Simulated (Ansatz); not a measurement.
Correlation energies of C2H4FNSi, SMILES `N=C=C(F)[SiH3]` by basis set

Cartesian coordinates in Å:
```
N -0.7343 1.4647 -1.8265
C -0.0333 0.7576 -1.1255
C 0.6924 0.0981 -0.2492
F 2.0283 -0.0385 -0.4727
Si -0.0384 -0.6735 1.2757
H -1.1960 1.0035 -2.6099
H 0.5926 -0.1038 2.4933
H 0.1778 -2.1432 1.2681
H -1.4891 -0.3648 1.2466
```

Charge 0, multiplicity 1. The structure was optimised at the PBE0-D4/def2-TZVP level. It is one conformer, not always the lowest. Frozen core, restricted reference, the Gaussian-basis code of Ansatz. CBS rows extrapolate triple and quadruple zeta; past MP2 they add the triple-zeta difference.

```json
{"basis": "def2-SVP", "HF (Eh)": "?", "MP2 corr.": "?", "CCSD corr.": "-0.73450", "(T)": "?", "CCSD(T) total": "?"}
{"basis": "def2-TZVPP", "HF (Eh)": "-520.91613", "MP2 corr.": "-0.87289", "CCSD corr.": "?", "(T)": "-0.03917", "CCSD(T) total": "?"}
{"basis": "def2-QZVPP", "HF (Eh)": "-520.93523", "MP2 corr.": "-0.93982", "CCSD corr.": "–", "(T)": "–", "CCSD(T) total": "–"}
{"basis": "CBS(def2)", "HF (Eh)": "-520.93786", "MP2 corr.": "-0.98940", "CCSD corr.": "-1.02064", "(T)": "as TZ", "CCSD(T) total": "-521.99767"}
```

Task: Fill in the withheld values. (Best estimate.)

Result: The calculation gave: def2-SVP HF (Eh): -520.53107; def2-SVP MP2 corr.: -0.69421; def2-SVP (T): -0.02455; def2-SVP CCSD(T) total: -521.29012; def2-TZVPP CCSD corr.: -0.90413; def2-TZVPP CCSD(T) total: -521.85943.
